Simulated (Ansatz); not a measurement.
Relaxation of SiCl(vinyl)3 (C6H9ClSi) with RKS PBE-D4/def2-SVP.

```sh
$ ansatz run in.yaml --threads 4 --pin off --events-out ev --progress --plain --max-ram 8704MiB
```

```yaml
crystal:
  periodic: [false, false, false]
  atoms:
    - {symbol: Si, position_ang: [-0.001700, 0.002720, 0.100430]}
    - {symbol: Cl, position_ang: [0.020990, 0.012250, 2.133680]}
    - {symbol: C, position_ang: [1.757240, -0.254580, -0.545010]}
    - {symbol: C, position_ang: [2.819050, -0.497550, 0.207810]}
    - {symbol: H, position_ang: [1.890400, -0.195700, -1.618700]}
    - {symbol: H, position_ang: [2.746830, -0.564530, 1.281520]}
    - {symbol: H, position_ang: [3.805260, -0.636810, -0.208030]}
    - {symbol: C, position_ang: [-0.671140, 1.656400, -0.526960]}
    - {symbol: C, position_ang: [-0.977090, 2.694970, 0.235280]}
    - {symbol: H, position_ang: [-0.808640, 1.745730, -1.598030]}
    - {symbol: H, position_ang: [-0.861490, 2.662430, 1.306530]}
    - {symbol: H, position_ang: [-1.356260, 3.620520, -0.170270]}
    - {symbol: C, position_ang: [-1.112600, -1.402240, -0.507040]}
    - {symbol: C, position_ang: [-1.827920, -2.200600, 0.269640]}
    - {symbol: H, position_ang: [-1.154780, -1.553320, -1.578880]}
    - {symbol: H, position_ang: [-1.821050, -2.097770, 1.342520]}
    - {symbol: H, position_ang: [-2.447110, -2.991920, -0.124480]}
basis:
  gaussian: {orbitals: def2-SVP}
hamiltonian: {xc: pbe, dispersion: d4}
scf: {lower_state_search: "off"}
output: {orbitals: {seedname: orbitals}}
relax: {f_tol: 0.02, max_steps: 100}
```

Run time 5.5 s (4 threads of Intel Xeon 6975P-C on a shared host).

Positions (Å) and forces (eV/Å) at steps 1, 2, 3, 4, 5 of 5:

```xyz
17
step=1 energy=-26740.2278 eV
Si   -0.002    0.003    0.100   -0.021   -0.007   -1.422
Cl    0.021    0.012    2.134    0.016    0.004    1.154
C     1.757   -0.255   -0.545   -1.368    0.224    0.061
C     2.819   -0.498    0.208    0.387   -0.081    0.313
H     1.890   -0.196   -1.619    0.058    0.048   -0.838
H     2.747   -0.565    1.282   -0.075   -0.050    0.933
H     3.805   -0.637   -0.208    0.793   -0.114   -0.377
C    -0.671    1.656   -0.527    0.491   -1.297    0.048
C    -0.977    2.695    0.235   -0.113    0.375    0.305
H    -0.809    1.746   -1.598   -0.088    0.030   -0.836
H    -0.861    2.662    1.307    0.097   -0.043    0.941
H    -1.356    3.621   -0.170   -0.307    0.745   -0.368
C    -1.113   -1.402   -0.507    0.888    1.093    0.026
C    -1.828   -2.201    0.270   -0.262   -0.306    0.321
H    -1.155   -1.553   -1.579   -0.011   -0.082   -0.848
H    -1.821   -2.098    1.343    0.014    0.097    0.948
H    -2.447   -2.992   -0.124   -0.501   -0.635   -0.360
17
step=2 energy=-26740.4067 eV
Si   -0.001    0.002    0.076   -0.001   -0.001   -0.235
Cl    0.024    0.011    2.174   -0.001    0.000   -0.017
C     1.753   -0.260   -0.558   -0.357    0.050    0.146
C     2.826   -0.492    0.215    0.062   -0.024    0.053
H     1.889   -0.220   -1.650    0.025   -0.002   -0.222
H     2.748   -0.539    1.308   -0.045    0.000    0.217
H     3.828   -0.649   -0.205    0.194   -0.016   -0.109
C    -0.664    1.655   -0.539    0.139   -0.336    0.145
C    -0.983    2.698    0.243   -0.027    0.056    0.056
H    -0.789    1.756   -1.629   -0.014    0.024   -0.223
H    -0.884    2.648    1.335    0.034   -0.036    0.216
H    -1.360    3.644   -0.166   -0.080    0.180   -0.109
C    -1.113   -1.396   -0.520    0.227    0.294    0.137
C    -1.827   -2.208    0.277   -0.059   -0.037    0.053
H    -1.173   -1.542   -1.609   -0.016   -0.027   -0.225
H    -1.804   -2.105    1.369    0.030    0.037    0.223
H    -2.469   -3.004   -0.121   -0.112   -0.162   -0.107
17
step=3 energy=-26740.4180 eV
Si   -0.002    0.002    0.043   -0.004   -0.002    0.030
Cl    0.022    0.011    2.142    0.001    0.000    0.032
C     1.752   -0.273   -0.566   -0.049   -0.035   -0.010
C     2.821   -0.492    0.224    0.027    0.078    0.010
H     1.898   -0.259   -1.665    0.025    0.003    0.015
H     2.730   -0.510    1.325   -0.020   -0.012   -0.031
H     3.836   -0.639   -0.188   -0.027   -0.028   -0.006
C    -0.655    1.660   -0.547    0.044   -0.025   -0.009
C    -0.988    2.692    0.254    0.011    0.014   -0.004
H    -0.760    1.785   -1.643   -0.023    0.017    0.019
H    -0.892    2.622    1.352   -0.016   -0.024   -0.021
H    -1.364    3.649   -0.147    0.006   -0.019   -0.005
C    -1.125   -1.390   -0.528   -0.002    0.057   -0.007
C    -1.829   -2.201    0.286    0.081   -0.087    0.017
H    -1.206   -1.538   -1.623   -0.019   -0.016    0.011
H    -1.771   -2.105    1.385   -0.020    0.037   -0.035
H    -2.466   -3.015   -0.103   -0.016    0.043   -0.007
17
step=4 energy=-26740.4181 eV
Si   -0.002    0.002    0.043   -0.004   -0.002    0.028
Cl    0.022    0.011    2.142    0.002    0.000    0.032
C     1.752   -0.273   -0.567   -0.047   -0.034   -0.010
C     2.821   -0.491    0.224    0.028    0.077    0.010
H     1.899   -0.260   -1.665    0.024    0.003    0.014
H     2.729   -0.509    1.325   -0.018   -0.012   -0.030
H     3.835   -0.639   -0.187   -0.027   -0.028   -0.005
C    -0.655    1.660   -0.547    0.043   -0.023   -0.009
C    -0.988    2.691    0.254    0.010    0.015   -0.004
H    -0.760    1.785   -1.644   -0.022    0.016    0.018
H    -0.892    2.621    1.352   -0.017   -0.022   -0.020
H    -1.364    3.649   -0.147    0.006   -0.019   -0.004
C    -1.126   -1.390   -0.528   -0.003    0.055   -0.007
C    -1.829   -2.201    0.286    0.080   -0.088    0.018
H    -1.207   -1.537   -1.623   -0.018   -0.015    0.010
H    -1.770   -2.105    1.385   -0.021    0.035   -0.034
H    -2.466   -3.015   -0.103   -0.016    0.043   -0.006
17
step=5 energy=-26740.4203 eV
Si   -0.001    0.001    0.050    0.000    0.000   -0.016
Cl    0.024    0.011    2.150    0.001    0.000    0.002
C     1.748   -0.283   -0.565    0.013   -0.005   -0.007
C     2.823   -0.480    0.223    0.005    0.001    0.003
H     1.895   -0.287   -1.663   -0.013    0.000    0.004
H     2.734   -0.485    1.323    0.001    0.002   -0.002
H     3.832   -0.644   -0.194   -0.007    0.001    0.006
C    -0.642    1.660   -0.546   -0.003    0.014   -0.007
C    -0.991    2.687    0.253   -0.002    0.004    0.003
H    -0.736    1.794   -1.642    0.006   -0.012    0.003
H    -0.918    2.610    1.352   -0.003    0.000   -0.001
H    -1.362    3.645   -0.152    0.002   -0.007    0.006
C    -1.130   -1.381   -0.527   -0.011   -0.010   -0.006
C    -1.819   -2.207    0.285   -0.002   -0.005    0.003
H    -1.228   -1.521   -1.621    0.007    0.011    0.003
H    -1.758   -2.114    1.383    0.001   -0.001   -0.001
H    -2.470   -3.006   -0.109    0.004    0.006    0.006
```
